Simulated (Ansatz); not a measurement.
CHAlClN (`N#[C][AlH][Cl]`), relaxed with RKS PBE0-D4/def2-TZVP in the Gaussian-basis code of Ansatz from a PBE-D4/def2-SVP geometry. The force threshold is 0.005 eV/Å; the program also tests the step.

Total charge 0; spin multiplicity 1.

Start:

```xyz
5

N     1.146   -2.126   -0.458
C     0.587   -1.124   -0.200
Al   -0.311    0.533    0.255
Cl   -0.702    1.845   -1.338
H    -0.720    0.872    1.740
```

```tsv
step	energy (eV)	largest force (eV/Å)	largest move (Å)
1	-21655.5558	1.580	0.000
2	-21655.5924	0.100	0.030
3	-21655.5927	0.023	0.004
4	-21655.5927	0.012	0.002
5	-21655.5928	0.016	0.002
6	-21655.5928	0.010	0.003
7	-21655.5928	0.000	0.001
```

End:

```xyz
5

N     1.126   -2.102   -0.446
C     0.589   -1.110   -0.203
Al   -0.308    0.533    0.250
Cl   -0.696    1.825   -1.327
H    -0.711    0.854    1.725
```

Run time 14 s (2 threads of an AMD EPYC 7R13 on a shared host); peak host memory 0.33 GiB.
